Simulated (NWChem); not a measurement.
System: SiH2Cl2; SMILES Cl[SiH2]Cl

Problem. Give the equilibrium geometry at PBE0/def2-SVP (NWChem) as an XYZ file, with the point group.

Solution. point group C2v; any orientation.
```
5

Si     0.0000     0.0000    -0.7573
Cl    -1.6840     0.0000     0.4220
Cl     1.6840     0.0000     0.4220
H      0.0000     1.2330    -1.5819
H      0.0000    -1.2330    -1.5819
```
